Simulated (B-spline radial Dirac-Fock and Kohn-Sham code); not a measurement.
**Muonic isotope shifts in tin**

These are calculated numbers from a radial B-spline solver; the model is the Dirac equation of a negative muon with reduced mass in the field of a spherical finite nucleus, with the Uehling potential to all orders; nuclear polarisation, deformation, hyperfine structure, self-energy, higher-order vacuum polarisation, relativistic recoil and electron screening are left out. Nuclear charge: Fermi distribution (skin thickness 2.3 fm); radii from Angeli and Marinova (2013). Reference ¹²⁰Sn, radius 4.6519 fm: 2p3/2 → 1s1/2 3455 keV, 3d5/2 → 2p3/2 982.2 keV.

| A | radius (fm) | δ⟨r²⟩ (fm²) | shift 2p3/2 → 1s (keV) | shift 3d5/2 → 2p3/2 (keV) |
| --- | --- | --- | --- | --- |
| 108 | 4.5605 | -0.842 | +35.98 | +0.65 |
| 109 | 4.5679 | -0.774 | +33.05 | +0.60 |
| 110 | 4.5785 | -0.678 | +28.85 | +0.52 |
| 111 | 4.5836 | -0.631 | +26.84 | +0.49 |
| 112 | 4.5948 | -0.528 | +22.41 | +0.41 |
| 113 | 4.6015 | -0.466 | +19.77 | +0.36 |
| 114 | 4.6099 | -0.389 | +16.47 | +0.30 |
| 115 | 4.6148 | -0.344 | +14.54 | +0.27 |
| 116 | 4.625 | -0.250 | +10.53 | +0.19 |
| 117 | 4.6302 | -0.201 | +8.50 | +0.16 |
| 118 | 4.6393 | -0.117 | +4.93 | +0.09 |
| 119 | 4.6438 | -0.075 | +3.17 | +0.06 |
| 121 | 4.6566 | +0.044 | -1.83 | -0.03 |
| 122 | 4.6634 | +0.107 | -4.49 | -0.08 |
| 123 | 4.6665 | +0.136 | -5.69 | -0.10 |
| 124 | 4.6735 | +0.201 | -8.42 | -0.15 |
| 125 | 4.6765 | +0.229 | -9.58 | -0.17 |
| 126 | 4.6833 | +0.293 | -12.23 | -0.22 |
| 127 | 4.6867 | +0.325 | -13.54 | -0.24 |
| 128 | 4.6921 | +0.376 | -15.64 | -0.28 |
| 129 | 4.6934 | +0.388 | -16.14 | -0.29 |
| 130 | 4.7019 | +0.468 | -19.44 | -0.35 |
| 131 | 4.7078 | +0.523 | -21.73 | -0.39 |
| 132 | 4.7093 | +0.537 | -22.30 | -0.40 |
